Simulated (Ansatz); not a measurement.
Tuning the range parameter of LC-ωPBE so that −HOMO meets the ionisation energy; basis def2-SVP, Ansatz. System: `CO[Si](CCC(F)(F)C(F)(F)C(F)(F)C(F)(F)F)(OC)OC`. Charge 0, multiplicity 1. Geometry: PBE-D4/def2-SVP. The ionised state is a doublet.

Geometry of the singlet:

```csv
atom,x (Å),y (Å),z (Å)
C1,-0.644,-3.867,-0.667
O2,-0.671,-2.535,-1.148
Si3,0.645,-1.525,-1.299
C4,1.083,-0.637,0.289
C5,-0.047,0.286,0.761
C6,0.311,1.018,2.042
F7,0.635,0.120,3.027
F8,1.405,1.819,1.858
C9,-0.824,1.901,2.651
F10,-1.834,1.080,3.043
F11,-0.332,2.537,3.746
C12,-1.428,2.972,1.689
F13,-2.253,2.347,0.809
F14,-0.436,3.584,0.994
C15,-2.258,4.085,2.406
F16,-1.452,4.923,3.072
F17,-3.135,3.538,3.264
F18,-2.937,4.785,1.481
O19,0.221,-0.317,-2.365
C20,-0.379,-0.541,-3.632
O21,1.890,-2.497,-1.854
C22,3.207,-2.058,-2.126
H23,-1.596,-4.365,-0.944
H24,0.199,-4.447,-1.102
H25,-0.552,-3.902,0.444
H26,2.010,-0.045,0.134
H27,1.319,-1.390,1.070
H28,-0.282,1.035,-0.020
H29,-0.977,-0.287,0.948
H30,-0.690,0.437,-4.054
H31,0.331,-1.017,-4.345
H32,-1.276,-1.193,-3.551
H33,3.776,-2.897,-2.575
H34,3.226,-1.206,-2.843
H35,3.744,-1.740,-1.203
```

```json
{"ω (1/bohr)": "0.1", "HOMO (eV)": "-8.00", "LUMO (eV)": "1.32", "vertical IE (eV)": "9.08", "HOMO + IE (eV)": "1.08"}
{"ω (1/bohr)": "0.2", "HOMO (eV)": "-9.23", "LUMO (eV)": "2.38", "vertical IE (eV)": "9.59", "HOMO + IE (eV)": "0.35"}
{"ω (1/bohr)": "0.3", "HOMO (eV)": "-10.18", "LUMO (eV)": "3.06", "vertical IE (eV)": "10.13", "HOMO + IE (eV)": "-0.05"}
```

Problem. Estimate the row for 0.15 bohr⁻¹.

Solution. 
```csv
ω (1/bohr),HOMO (eV),LUMO (eV),vertical IE (eV),HOMO + IE (eV)
0.15,-8.66,1.90,9.32,0.66
```

Problem. Where does the tuning condition hold?

Solution. Near ω = 0.29 bohr⁻¹, by linear interpolation.
